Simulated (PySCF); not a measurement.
Isomers of C6H13OPSi, mass 160.047 u with the commonest isotopes. The calculation used PBE0/pcSseg-1 in PySCF (dipole) on a GFN2-xTB geometry, gas phase. One conformer each, none proved a minimum here; rigid rotors.

Question: Order these by radius of gyration √(Σ m r²/M), largest first.
A. `[CH2:1]=[CH:2][C:3](=[CH2:4])[Si@@H:5]([PH2:6])[CH2:7][O:8][CH3:9]` with C1–C2–C3–C4 -175°, C2–C3–Si5–P6 -55°, C3–Si5–P6–H -165° and -73°, C3–Si5–C7–O8 -118°, Si5–C7–O8–C9 179°
B. `[O:1]=[C:2]1[CH2:3][CH2:4][P:5]([CH2:6][SiH3:7])[CH2:8][CH2:9]1` with C4–P5–C6–Si7 -171°, O1–C2–C3–C4 -116°, C2–C3–C4–P5 -65°, C3–C4–P5–C6 161°, C4–P5–C8–C9 -60°
C. `[CH3:1][O:2][C:3]1=[C:4]([CH3:5])[CH2:6][P:7]([SiH3:8])[CH2:9]1` with C1–O2–C3–C4 171°, C3–C4–C6–P7 17°, C4–C6–P7–Si8 76°, C6–P7–C9–C3 21°, O2–C3–C9–P7 168°

Answer: B (2.480 Å), A (2.307 Å), C (2.234 Å).

Question: Order these by rotational constant B, smallest first.
A. `[CH3:1][O:2][C:3]1=[C:4]([CH3:5])[CH2:6][P:7]([SiH3:8])[CH2:9]1` with C1–O2–C3–C4 171°, C3–C4–C6–P7 17°, C4–C6–P7–Si8 76°, C6–P7–C9–C3 21°, O2–C3–C9–P7 168°
B. `[O:1]=[C:2]1[CH2:3][CH2:4][P:5]([CH2:6][SiH3:7])[CH2:8][CH2:9]1` with C4–P5–C6–Si7 -171°, O1–C2–C3–C4 -116°, C2–C3–C4–P5 -65°, C3–C4–P5–C6 161°, C4–P5–C8–C9 -60°
C. `[CH2:1]=[CH:2][C:3](=[CH2:4])[Si@@H:5]([PH2:6])[CH2:7][O:8][CH3:9]` with C1–C2–C3–C4 -175°, C2–C3–Si5–P6 -55°, C3–Si5–P6–H -165° and -73°, C3–Si5–C7–O8 -118°, Si5–C7–O8–C9 179°

Answer: B (596.2 MHz), C (770.7 MHz), A (881.6 MHz).

Question: Order these by dipole moment, largest first.
A. `[CH3:1][O:2][C:3]1=[C:4]([CH3:5])[CH2:6][P:7]([SiH3:8])[CH2:9]1` with C1–O2–C3–C4 171°, C3–C4–C6–P7 17°, C4–C6–P7–Si8 76°, C6–P7–C9–C3 21°, O2–C3–C9–P7 168°
B. `[CH2:1]=[CH:2][C:3](=[CH2:4])[Si@@H:5]([PH2:6])[CH2:7][O:8][CH3:9]` with C1–C2–C3–C4 -175°, C2–C3–Si5–P6 -55°, C3–Si5–P6–H -165° and -73°, C3–Si5–C7–O8 -118°, Si5–C7–O8–C9 179°
C. `[O:1]=[C:2]1[CH2:3][CH2:4][P:5]([CH2:6][SiH3:7])[CH2:8][CH2:9]1` with C4–P5–C6–Si7 -171°, O1–C2–C3–C4 -116°, C2–C3–C4–P5 -65°, C3–C4–P5–C6 161°, C4–P5–C8–C9 -60°

Answer: C (2.22 D), B (1.95 D), A (1.53 D).

| SMILES | point group | Ia (u·Å²) | Ib (u·Å²) | Ic (u·Å²) | κ | μa (D) | μb (D) | μc (D) |
| --- | --- | --- | --- | --- | --- | --- | --- | --- |
| O=C1CCP(C[SiH3])CC1 | C1 | 183.54 | 847.68 | 937.76 | -0.95 | 2.02 | 0.84 | 0.40 |
| C=CC(=C)[Si@@H](P)COC | C1 | 330.30 | 655.71 | 718.02 | -0.84 | 0.20 | 1.30 | 1.44 |
| COC1=C(C)CP([SiH3])C1 | C1 | 333.50 | 573.28 | 691.34 | -0.62 | 1.20 | 0.94 | 0.14 |
